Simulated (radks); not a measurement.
Ionisation ladder of indium, from In I to In XXII. Each ion is in the ground configuration listed by NIST, and IE = E(next ion) - E(this ion). Method: scalar-relativistic Kohn-Sham, PBEsol, spin-polarised, spherical densities, finite nucleus; open shells are filled with parallel spins first (spin-orbit coupling, left out, can overturn this in heavy ions); Fermi nuclear charge, rms radius 4.6156 fm; computed with a radial shooting solver on a logarithmic mesh with Libxc functionals.

| species | configuration | IE, Delta-SCF (eV) | -e(HOMO) (eV) | HOMO |
|---|---|---|---|---|
| In I | [Kr] 4d10 5s2 5p1 | 5.534 | 2.794 | 5p up |
| In II | [Kr] 4d10 5s2 | 18.978 | 14.984 | 5s |
| In III | [Kr] 4d10 5s1 | 28.566 | 24.223 | 5s up |
| In IV | [Kr] 4d10 | ? | 47.871 | 4d |
| In V | [Kr] 4d9 | 73.471 | 64.650 | 4d down |
| In VI | [Kr] 4d8 | 91.769 | 82.483 | 4d down |
| In VII | [Kr] 4d7 | ? | 101.23 | 4d down |
| In VIII | [Kr] 4d6 | 130.82 | 120.78 | 4d down |
| In IX | [Kr] 4d5 | 157.58 | 146.78 | 4d up |
| In X | [Kr] 4d4 | 179.72 | 168.57 | 4d up |
| In XI | [Kr] 4d3 | 202.54 | 191.06 | 4d up |
| In XII | [Kr] 4d2 | 225.98 | 214.20 | 4d up |
| In XIII | [Kr] 4d1 | ? | 237.94 | 4d up |
| In XIV | [Kr] | 344.88 | 331.88 | 4p |
| In XV | [Ar] 3d10 4s2 4p5 | 371.18 | 358.14 | 4p down |
| In XVI | [Ar] 3d10 4s2 4p4 | 397.35 | 384.44 | 4p down |
| In XVII | [Ar] 3d10 4s2 4p3 | 431.98 | 418.20 | 4p up |
| In XVIII | [Ar] 3d10 4s2 4p2 | ? | 446.04 | 4p up |
| In XIX | [Ar] 3d10 4s2 4p1 | 487.46 | 473.86 | 4p up |
| In XX | [Ar] 3d10 4s2 | 563.94 | 550.27 | 4s |
| In XXI | [Ar] 3d10 4s1 | 596.22 | 582.36 | 4s up |
| In XXII | [Ar] 3d10 | 1046.6 | 1013.3 | 3d |

Estimate the withheld Delta-SCF values.

Answer. In IV: 56.157 eV (NIST 55.45); In VII: 110.92 eV (NIST 109); In XIII: 249.97 eV (NIST 249); In XVIII: 459.83 eV (NIST 462).
